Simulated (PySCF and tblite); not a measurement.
The numbers below are computed, except where a source is named.
System: C₆H₈O₃, numbered as in [CH2:1]=[CH:2]/[C:3]([OH:4])=[CH:5]/[C:6](=[O:7])[O:8][CH3:9].

For the rotation about the C5–C6 bond (torsion C3–C5–C6–O7 from 0° to 180°, rising): electronic barrier 20.04 kcal/mol, zero-point change -0.60 kcal/mol, thermal and entropy terms at 250 K a further -0.06 kcal/mol (symmetry numbers apart). The minimum is Cs, the saddle C1. Level: PBE0/pcSseg-1 + D3(BJ) on GFN2-xTB stationary points, with GFN2-xTB thermal terms. Rate constants are transition-state-theory values, counting equivalent paths, without tunnelling. Programs: tblite and PySCF.

Q: How many equivalent paths lead out of the minimum?

A: 2: the symmetry number of the minimum is 1, that of the saddle displaced along its mode 1, and the displaced saddle is chiral while the minimum is not, which doubles the count.

Q: Work out the rate at 250 K.

A: ΔG‡ = 19.38 kcal/mol; k_B T/h = 5.2×10¹² s⁻¹; exp(−ΔG‡/RT) = 1.1×10⁻¹⁷; times 2 gives k = 0.00012 s⁻¹. Wigner's tunnelling factor for the 98i cm⁻¹ mode would be 1.01.
